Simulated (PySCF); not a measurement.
Al2(mu-F)2(F)4, Al2F6, singlet (B3LYP/def2-SVP optimised geometry):

```
8

Al    -0.652     1.229     0.000
Al     0.652    -1.229     0.000
F      0.000     0.000     1.173
F      0.271     2.592     0.000
F     -2.298     1.229     0.000
F      0.000     0.000    -1.173
F      2.298    -1.229     0.000
F     -0.271    -2.592     0.000
```

Method: B3LYP/def2-TZVP in PySCF 2.14.0.

Problem. What are the frontier orbital energies and the dipole moment?

Solution. HOMO-2 -11.80 eV, HOMO-1 -11.71 eV, HOMO -11.65 eV, LUMO -1.72 eV, LUMO+1 -0.31 eV; dipole moment 0.00 D.

On the same geometry PBE/def2-TZVP run with PySCF gives HOMO-2 -10.01 eV, HOMO-1 -9.91 eV, HOMO -9.86 eV, LUMO -2.28 eV, LUMO+1 -0.84 eV; dipole moment 0.00 D.

Meta-Löwdin charges at B3LYP/def2-TZVP: Al1 1.51, Al2 1.51, F3 -0.47, F4 -0.52, F5 -0.52, F6 -0.47, F7 -0.52, F8 -0.52.
